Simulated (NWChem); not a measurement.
**Basis-set convergence for H$_{4}$SSi**

```xyz
6

Si     0.9711     0.3765     0.0000
S     -1.0165    -0.4759     0.0000
H      1.2204     1.2113     1.2101
H      1.8888    -0.7942     0.0000
H      1.2204     1.2113    -1.2101
H     -1.6608     0.7150     0.0000
```
Charge 0, spin multiplicity 1.

Everything below was run with NWChem. All single points use one geometry, from B3LYP/def2-SVP, a minimum by its harmonic frequencies.

Quantity: dipole moment at the level PBE.

The Pople sets run with spherical d functions. The structure started from a generated list of species.

| basis | functions | dipole moment (D) |
|---|---|---|
| 3-21G | 34 | ? |
| 6-31G* | 44 | ? |
| cc-pVDZ | 56 | 1.10 |
| def2-SVP | 56 | 1.12 |
| 6-311G** | 76 | ? |
| def2-SVPD | 83 | 1.03 |
| def2-TZVP | 98 | 1.00 |
| pcseg-2 | 124 | 1.15 |
| def2-TZVPD | 125 | 0.97 |

Problem. What belongs in the gaps?

Solution. 
- 3-21G, dipole moment (D): 1.84
- 6-31G*, dipole moment (D): 1.40
- 6-311G**, dipole moment (D): 1.38
